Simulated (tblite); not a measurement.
Compound: C7H5ClO.
SMILES with atom numbers: `[O:1]=[C:2]([Cl:3])[c:4]1[cH:5][cH:6][cH:7][cH:8][cH:9]1` (hydrogens: H10 on C5; H11 on C6; H12 on C7; H13 on C8; H14 on C9)

A start from a force field or distance geometry was refined with GFN2-xTB geometry optimisation, gas phase in tblite. Values at the start:

```json
{"coordinate": "O1=C2", "start": "1.269 Å"}
{"coordinate": "C2–Cl3", "start": "1.768 Å"}
{"coordinate": "C2–C4", "start": "1.441 Å"}
{"coordinate": "C4–C5", "start": "1.380 Å"}
{"coordinate": "C5–C6", "start": "1.386 Å"}
{"coordinate": "C5–H10", "start": "1.084 Å"}
{"coordinate": "C6–C7", "start": "1.380 Å"}
{"coordinate": "C6–H11", "start": "1.068 Å"}
{"coordinate": "C7–H12", "start": "1.087 Å"}
{"coordinate": "O1–C2–Cl3", "start": "115.4°"}
{"coordinate": "O1–C2–C4", "start": "125.1°"}
{"coordinate": "C2–C4–C5", "start": "119.1°"}
{"coordinate": "C2–C4–C9", "start": "122.4°"}
{"coordinate": "Cl3–C2–C4", "start": "119.5°"}
{"coordinate": "C4–C5–C6", "start": "123.0°"}
{"coordinate": "C5–C6–C7", "start": "118.6°"}
{"coordinate": "C6–C7–C8", "start": "118.0°"}
{"coordinate": "O1–C2–C4–C5", "start": "178°"}
```

**Question.** How do these coordinates change at the GFN2-xTB level?

**Answer.** 
| coordinate | GFN2-xTB (Å or °) | change |
| --- | --- | --- |
| O1=C2 | 1.190 | -0.079 |
| C2–C4 | 1.464 | +0.023 |
| C4–C5 | 1.394 | +0.014 |
| C6–H11 | 1.080 | +0.012 |
| C2–Cl3 | 1.776 | +0.008 |
| C7–H12 | 1.080 | -0.007 |
| C6–C7 | 1.386 | +0.006 |
| C5–H10 | 1.078 | -0.006 |
| C5–C6 | 1.382 | -0.004 |
| C2–C4–C9 | 116.6 | -5.8 |
| Cl3–C2–C4 | 114.5 | -5.0 |
| C2–C4–C5 | 123.8 | +4.7 |
| C4–C5–C6 | 119.8 | -3.2 |
| O1–C2–Cl3 | 118.4 | +3.0 |
| C6–C7–C8 | 120.1 | +2.1 |
| O1–C2–C4 | 127.1 | +2.0 |
| C5–C6–C7 | 120.4 | +1.8 |
| O1–C2–C4–C5 | 180 | +2 |

The energy falls by 31.2 kJ/mol over 23 L-BFGS steps, the largest force on an atom goes from 5.32 to 0.005 eV/Å, and the atoms move by 0.061 Å rms after alignment. The bond that changes most is O1=C2 (carbonyl oxygen to acyl halide carbon), which shortens by 0.079 Å. Bonds longer at the end by more than 0.005 Å: 7 of 14; shorter: 5. Rotational constants go from 3167, 942.2, 726.1 to 3173, 950.2, 731.2 MHz.

Run on one thread, Arm Neoverse V1, no GPU (shared host).

Its GFN2-xTB frequencies are all real (lowest 26 cm⁻¹). One conformer, not necessarily the lowest.

Shape of the structure used: `[O:1]=[C:2]([Cl:3])[c:4]1[cH:5][cH:6][cH:7][cH:8][cH:9]1`: O1–C2–C4–C5 180°.

These are computed values.
